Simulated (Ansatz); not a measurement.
**Which method gave which barrier?**

Saddle point of BH$_{6}$O$_{3}$F, closed shell (BH₃O₂ ([OH][BH][OH]) + H₂O + HF → BH₃O₃ ([OH][B]([OH])[OH]) + HF + H₂; bonds formed: B1–O6, H2–H7, H5–F8; bonds broken: B1–H2, H5–O6, H7–F8), PBE0-D4/def2-TZVP structure:

| atom | x (Å) | y (Å) | z (Å) |
| --- | --- | --- | --- |
| B1 | -0.4202 | -0.0257 | -0.3729 |
| H2 | 0.7795 | 0.7224 | -0.6494 |
| O3 | -0.4907 | -0.9749 | -1.3787 |
| O4 | -1.4548 | 0.8918 | -0.2682 |
| H5 | 0.8784 | -0.2028 | 1.2988 |
| O6 | -0.1303 | -0.5703 | 1.0338 |
| H7 | 1.3923 | 0.6456 | 0.0716 |
| F8 | 1.9679 | 0.3779 | 1.1106 |
| H9 | 0.2333 | -1.6018 | -1.3940 |
| H10 | -1.9524 | 0.9635 | -1.0847 |
| H11 | -0.8031 | -0.2258 | 1.6332 |

Program: Ansatz 0.2.0. Basis: def2-TZVPP, with def2-QZVPP for the basis limit. Cores are frozen in the correlated methods. Extrapolation: Hartree–Fock as exp(−7.88 √X), correlation as X^−2.97. Four methods, as single points on the PBE0-D4 structures, gave these electronic barriers from the start structure: 84.6, 101.2, 114.9, 189.7 kJ/mol.

(1) The methods were, in alphabetical order, BLYP-D4, HF, MP2, r2SCAN-D4. Which gave which? (Judge from chemistry; the calculation decides.)

The T1 diagnostic stays at or below 0.013.

Answers

(1) The calculation gives: r2SCAN-D4 84.6; BLYP-D4 101.2; MP2 114.9; HF 189.7 kJ/mol. For comparison, CCSD(T) at an estimated basis limit (MP2 extrapolated from triple and quadruple zeta, plus CCSD(T) − MP2 in triple zeta) gives 123.4 kJ/mol.

Labels in which every atom is bracketed show which atoms are joined, not bond orders.

For scale, one of the runs: CCSD(T)/def2-TZVPP, 239 basis functions (an equivalent command: `ansatz run in.yaml --threads 4`). Time: 2.4 min of wall clock on 4 CPU threads; the host was shared. Peak host memory: 5.2 GiB.
